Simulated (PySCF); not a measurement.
H₄O₄Si, SMILES O[Si](O)(O)O.

Geometry optimised at PBE-D3(BJ)/def2-SVP. The isomer is the one that the SMILES or the coordinates give; other isomers of the formula were not compared. One conformer was computed; it need not be the lowest.

The numbers are results of TDA-PBE/def2-SVPD in PySCF, not measurements.

Vertical excitations; the highest root listed may be one member of a degenerate set.  State labels are in the subgroup C2.

```json
[
 {"state": "S1", "symmetry": "B", "energy (eV)": "6.50", "λ (nm)": "191", "f": "0.008", "main pairs": "HOMO→LUMO (degenerate set)"},
 {"state": "S2", "symmetry": "B", "energy (eV)": "6.50", "λ (nm)": "191", "f": "0.008", "main pairs": "HOMO−1→LUMO (degenerate set)"},
 {"state": "S3", "symmetry": "A", "energy (eV)": "7.26", "λ (nm)": "171", "f": "0.087", "main pairs": "HOMO−2→LUMO 97 %"},
 {"state": "S4", "symmetry": "A", "energy (eV)": "7.27", "λ (nm)": "170", "f": "0.000", "main pairs": "HOMO−3→LUMO 99 %"},
 {"state": "S5", "symmetry": "A", "energy (eV)": "7.83", "λ (nm)": "158", "f": "0.000", "main pairs": "HOMO→LUMO+1, HOMO−1→LUMO+2 (degenerate set)"},
 {"state": "S6", "symmetry": "A", "energy (eV)": "7.83", "λ (nm)": "158", "f": "0.000", "main pairs": "HOMO−1→LUMO+2, HOMO→LUMO+1, HOMO−1→LUMO+1, HOMO→LUMO+2 (degenerate set)"},
 {"state": "S7", "symmetry": "A", "energy (eV)": "7.89", "λ (nm)": "157", "f": "0.000", "main pairs": "HOMO→LUMO+2 45 %, HOMO−1→LUMO+1 45 %"},
 {"state": "S8", "symmetry": "A", "energy (eV)": "7.97", "λ (nm)": "156", "f": "0.060", "main pairs": "HOMO−1→LUMO+1, HOMO→LUMO+2, HOMO−1→LUMO+2, HOMO→LUMO+1 (degenerate set)"},
 {"state": "S9", "symmetry": "B", "energy (eV)": "7.97", "λ (nm)": "156", "f": "0.030", "main pairs": "HOMO−4→LUMO, HOMO→LUMO+3, HOMO−1→LUMO+3 (degenerate set)"},
 {"state": "S10", "symmetry": "B", "energy (eV)": "7.97", "λ (nm)": "156", "f": "0.030", "main pairs": "HOMO−5→LUMO, HOMO−1→LUMO+3, HOMO→LUMO+3 (degenerate set)"},
 {"state": "T1", "symmetry": "B", "energy (eV)": "6.33", "λ (nm)": "196", "f": "0", "main pairs": "HOMO→LUMO (degenerate set)"},
 {"state": "T2", "symmetry": "B", "energy (eV)": "6.33", "λ (nm)": "196", "f": "0", "main pairs": "HOMO−1→LUMO (degenerate set)"},
 {"state": "T3", "symmetry": "A", "energy (eV)": "7.01", "λ (nm)": "177", "f": "0", "main pairs": "HOMO−2→LUMO 99 %"},
 {"state": "T4", "symmetry": "A", "energy (eV)": "7.10", "λ (nm)": "175", "f": "0", "main pairs": "HOMO−3→LUMO 98 %"}
]
```
Triplets are in the Tamm–Dancoff approximation.
